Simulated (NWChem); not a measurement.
Correlation energy of CCl$_{2}$

```xyz
3

Cl     1.4022     0.0000     0.1491
C      0.0000     0.0000    -0.8450
Cl    -1.4022     0.0000     0.1491
```
Charge 0, spin multiplicity 1.

All runs are NWChem calculations. All single points use one geometry, from PBE0/def2-SVP, a minimum by its harmonic frequencies.

Basis set: cc-pVDZ. Each correlation energy counts from its own Hartree-Fock reference.

```
method        correlation energy (mHa)  difference from CCSD(T)
------------  ------------------------  -----------------------
RI-MP2                          -387.0                    +47.6
MP2                             -386.9                    +47.6
SCS-MP2                         -374.1                    +60.5
CR-CCSD[T]                      -432.0                     +2.6
CR-CCSD(T)                      -431.0                     +3.6
CCSD                            -419.8                    +14.8
CCSD+T(CCSD)                    -435.9                     -1.3
CCSD(T)                         -434.6                      0.0
```

The values span 61.8 mHa, from CCSD+T(CCSD) (lowest) to SCS-MP2 (highest). 

The correlated methods keep 11 core orbitals frozen. The structure started from a generated list of species. Differences from the coupled-cluster row are differences between methods, not errors against experiment.
